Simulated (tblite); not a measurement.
Species: C₇H₁₃BSe.
Numbering: `[CH2:1]=[CH:2][BH:3][C@@H:4]1[CH2:5][C@H:6]([CH2:7][CH3:8])[Se:9]1` (hydrogens: H10, H11 on C1; H12 on C2; H13 on B3; H14 on C4; H15, H16 on C5; H17 on C6; H18, H19 on C7; H20, H21, H22 on C8)

Computed with GFN2-xTB (tblite), gas phase: L-BFGS steps from a force-field or distance-geometry start until the largest atomic force falls under 0.01 eV/Å.

Step 37: E = -706.2858 eV
```
atom  x, y, z in Å  |  force x, y, z in eV/Å
C1      4.6360    0.6581   -0.1372   -0.037  -0.034  -0.018
C2      3.4514    0.4068    0.4176   -0.044  -0.020   0.039
B3      2.2354   -0.2917   -0.2417   -0.050   0.068   0.044
C4      0.8798   -0.1202    0.5210    0.084  -0.023   0.018
C5     -0.2933   -1.0947    0.4448    0.111   0.001   0.030
C6     -1.4226   -0.0774    0.5021    0.072  -0.057   0.012
C7     -2.6813   -0.4625   -0.2301    0.079  -0.084  -0.009
C8     -3.7445    0.6306   -0.2283   -0.024  -0.029   0.027
Se9    -0.2583    1.3589   -0.3209   -0.004  -0.109   0.093
H10     4.8405    0.3861   -1.1606    0.083   0.008   0.030
H11     5.4237    1.1539    0.4137    0.027  -0.013  -0.157
H12     3.3288    0.7434    1.4445   -0.007  -0.002   0.002
H13     2.3003   -0.8915   -1.2507    0.007   0.107   0.124
H14     0.9782    0.2156    1.5598    0.077   0.036  -0.049
H15    -0.3013   -1.8238    1.2585   -0.009  -0.050  -0.074
H16    -0.3075   -1.6177   -0.5142    0.035  -0.011   0.067
H17    -1.5983    0.2394    1.5345   -0.168   0.030  -0.059
H18    -2.4075   -0.7272   -1.2524   -0.006   0.054  -0.088
H19    -3.0514   -1.3765    0.2418   -0.122  -0.018   0.000
H20    -4.4952    0.4438    0.5326   -0.036   0.040   0.082
H21    -4.2400    0.6698   -1.1939   -0.048   0.104   0.030
H22    -3.2834    1.5965   -0.0191   -0.020   0.005  -0.144
```

Step 38: E = -706.2929 eV
```
atom  x, y, z in Å  |  force x, y, z in eV/Å
C1      4.6308    0.6541   -0.1465   -0.044  -0.073   0.014
C2      3.4494    0.4063    0.4146   -0.073  -0.006   0.026
B3      2.2324   -0.2917   -0.2379   -0.110   0.076  -0.004
C4      0.8808   -0.1192    0.5323    0.136  -0.058   0.041
C5     -0.2926   -1.0911    0.4523    0.094   0.004   0.032
C6     -1.4230   -0.0794    0.5161    0.054   0.097  -0.052
C7     -2.6712   -0.4581   -0.2357    0.021  -0.069  -0.012
C8     -3.7445    0.6272   -0.2378   -0.001  -0.028   0.045
Se9    -0.2510    1.3750   -0.2812   -0.067  -0.139   0.086
H10     4.8329    0.3694   -1.1645    0.102  -0.004  -0.045
H11     5.4180    1.1483    0.4010    0.101   0.043  -0.132
H12     3.3284    0.7558    1.4358   -0.007  -0.002   0.051
H13     2.2851   -0.8798   -1.2545    0.025   0.094   0.130
H14     0.9924    0.2039    1.5732    0.056   0.030  -0.021
H15    -0.3047   -1.8245    1.2591    0.016  -0.096  -0.007
H16    -0.3118   -1.6095   -0.5070    0.060  -0.030   0.008
H17    -1.6117    0.2287    1.5479   -0.159   0.023  -0.040
H18    -2.3881   -0.7124   -1.2581    0.012   0.058  -0.084
H19    -3.0400   -1.3779    0.2255   -0.145  -0.030  -0.012
H20    -4.4837    0.4434    0.5376   -0.001   0.064   0.023
H21    -4.2498    0.6499   -1.2005   -0.038   0.082   0.087
H22    -3.2883    1.6012   -0.0498   -0.030  -0.037  -0.133
```

Step 39: E = -706.3016 eV
```
atom  x, y, z in Å  |  force x, y, z in eV/Å
C1      4.6246    0.6488   -0.1565   -0.027  -0.100   0.035
C2      3.4470    0.4052    0.4129   -0.064   0.028   0.007
B3      2.2285   -0.2896   -0.2332   -0.130   0.078  -0.045
C4      0.8840   -0.1184    0.5449    0.136  -0.077   0.071
C5     -0.2894   -1.0875    0.4608    0.031  -0.003   0.035
C6     -1.4227   -0.0819    0.5290   -0.001   0.217  -0.096
C7     -2.6608   -0.4549   -0.2430   -0.056  -0.034  -0.019
C8     -3.7445    0.6231   -0.2469    0.021  -0.013   0.049
Se9    -0.2446    1.3909   -0.2356   -0.119  -0.149   0.054
H10     4.8267    0.3505   -1.1687    0.095  -0.020  -0.104
H11     5.4135    1.1440    0.3833    0.155   0.090  -0.095
H12     3.3288    0.7686    1.4283   -0.006  -0.002   0.092
H13     2.2704   -0.8648   -1.2557    0.039   0.062   0.097
H14     1.0093    0.1923    1.5865    0.036   0.022   0.034
H15    -0.3079   -1.8260    1.2596    0.048  -0.135   0.071
H16    -0.3136   -1.6030   -0.4979    0.087  -0.041  -0.063
H17    -1.6308    0.2164    1.5595   -0.131   0.008  -0.026
H18    -2.3703   -0.6966   -1.2667    0.032   0.057  -0.060
H19    -3.0313   -1.3798    0.2077   -0.141  -0.030  -0.037
H20    -4.4715    0.4453    0.5445    0.049   0.084  -0.045
H21    -4.2621    0.6316   -1.2053   -0.027   0.036   0.142
H22    -3.2937    1.6056   -0.0856   -0.028  -0.077  -0.098
```

Task: Estimate the geometry and energy of step 40. (The exact step hangs on the optimiser's Hessian estimate; all steps are aligned on step 39, rigid shifts and turns removed.)

Result: E = -706.3120 eV, largest force 0.272 eV/Å
```
atom  x, y, z in Å  |  force x, y, z in eV/Å
C1      4.6176    0.6408   -0.1677    0.020  -0.102   0.040
C2      3.4437    0.4041    0.4121   -0.011   0.080  -0.016
B3      2.2225   -0.2848   -0.2284   -0.096   0.078  -0.059
C4      0.8893   -0.1183    0.5607    0.069  -0.070   0.108
C5     -0.2848   -1.0837    0.4711   -0.066  -0.023   0.039
C6     -1.4221   -0.0823    0.5410   -0.081   0.240  -0.099
C7     -2.6499   -0.4523   -0.2527   -0.120   0.013  -0.031
C8     -3.7442    0.6180   -0.2566    0.035   0.021   0.029
Se9    -0.2397    1.4084   -0.1800   -0.146  -0.147   0.001
H10     4.8212    0.3271   -1.1748    0.060  -0.029  -0.116
H11     5.4110    1.1419    0.3589    0.162   0.101  -0.065
H12     3.3298    0.7826    1.4220    0.000  -0.006   0.103
H13     2.2553   -0.8458   -1.2553    0.046   0.015   0.028
H14     1.0295    0.1793    1.6024    0.019   0.005   0.096
H15    -0.3106   -1.8288    1.2619    0.076  -0.141   0.128
H16    -0.3121   -1.5984   -0.4870    0.110  -0.028  -0.112
H17    -1.6561    0.2009    1.5708   -0.084  -0.012  -0.033
H18    -2.3518   -0.6784   -1.2787    0.045   0.052  -0.012
H19    -3.0245   -1.3827    0.1861   -0.106  -0.010  -0.071
H20    -4.4566    0.4502    0.5527    0.096   0.096  -0.102
H21    -4.2779    0.6124   -1.2077   -0.017  -0.028   0.182
H22    -3.2998    1.6093   -0.1292   -0.010  -0.106  -0.040
```

The energy changes by -0.0104 eV. The first-order estimate −F·Δx gives -0.0142 eV and the mean of the old and new forces, exact on a quadratic surface, -0.0104 eV. The step makes an angle of 79° with the force vector and moves no atom by more than 0.059 Å.

The cost below is that of the whole relaxation. The run took 3.8 s on AMD EPYC, one thread, no GPU, shared host with 64 logical CPUs at a one-minute load of 25.
